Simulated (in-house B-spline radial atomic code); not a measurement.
Ionisation energies with and without relativity, with size and susceptibility from the Dirac run. Dirac energy differences include first-order Breit, QED and recoil terms. NIST's values go from ground level to ground level; the uncertainty of those that are theory runs from under 0.1 % in few-electron ions to several per cent in heavy many-electron ones. Computed with a radial B-spline atomic code at the basis-set limit: non-relativistic Hartree-Fock and Dirac-Hartree-Fock, averages of the configuration (point nuclei without relativity, finite nuclei with it).

```csv
ion,configuration,configuration after,ionisation non-relativistic (eV),ionisation Dirac Breit and QED (eV),tabulated value (eV),tabulated kind,radius at density 0.001 (bohr),diamagnetic susceptibility (10⁻⁶ cm³/mol)
Ca3+,[Ne] 3s2 3p5,[Ne] 3s2 3p4,67.04,67.05,67.2732,semi-empirical,2.806,-9.94
Zn3+,[Ar] 3d9,[Ar] 3d8,59.47,59.03,59.573,measured,2.546,-9.8507
Kr3+,[Ar] 3d10 4s2 4p3,[Ar] 3d10 4s2 4p2,48.76,48.87,50.85,measured,3.273,-16.771
Nb3+,[Kr] 4d2,[Kr] 4d1,36.26,35.80,37.611,measured,3.288,-20.015
Ru3+,[Kr] 4d5,[Kr] 4d4,?,?,?,tabulated theory,?,?
Ag3+,[Kr] 4d8,[Kr] 4d7,?,?,?,tabulated theory,?,?
Ba3+,[Kr] 4d10 5s2 5p5,[Kr] 4d10 5s2 5p4,46.69,47.04,47,semi-empirical,3.572,-30.548
Pb3+,[Xe] 4f14 5d10 6s1,[Xe] 4f14 5d10,35.88,40.51,42.33256,measured,3.402,-31.236
```

Fill in the row of Ru3+.

ionisation non-relativistic (eV): 43.54; ionisation Dirac Breit and QED (eV): 42.98; tabulated value (eV): 45; radius at density 0.001 (bohr): 3.2; diamagnetic susceptibility (10⁻⁶ cm³/mol): -20.801.

Fill in the row of Ag3+.

ionisation non-relativistic (eV): 50.70; ionisation Dirac Breit and QED (eV): 50.02; tabulated value (eV): 49; radius at density 0.001 (bohr): 3.043; diamagnetic susceptibility (10⁻⁶ cm³/mol): -20.525.
